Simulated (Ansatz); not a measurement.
Mulliken charges of CH₃ClFMoNO (`C[N]=[Mo](=[O])([F])[Cl]`) from B3LYP/def2-TZVPP in Ansatz (PBE0-D4/def2-TZVP geometry).

```tsv
atom	x (Å)	y (Å)	z (Å)	charge (e)
C1	0.058	-1.146	1.067	-0.126
N2	0.269	0.066	0.362	-0.504
Mo3	0.048	1.036	-1.031	1.489
O4	-0.777	0.081	-2.123	-0.491
F5	1.723	1.514	-1.669	-0.408
Cl6	-1.247	2.790	-0.414	-0.314
H7	1.020	-1.573	1.366	0.118
H8	-0.485	-1.872	0.452	0.117
H9	-0.520	-0.944	1.974	0.119
```

Q: By hand: the dipole of these point charges (1 e Å = 4.8032 D).

A: Σ q r = (0.000, -0.397, 0.450) e Å, of length 0.600 e Å = 2.88 D.

Q: How does the dipole of the full density compare? (An estimate is asked.)

A: Ansatz gave: (0.019, -0.392, 0.469) e Å, 2.94 D; the point charges give 0.98 times that, at 2° from its direction.

Point charges leave out the atoms' own dipoles, such as those of lone pairs, and Mulliken's split depends on the basis, so the close match here is no proof of good charges.

B3LYP here is the variant with VWN-RPA as its local correlation; programs differ in this.
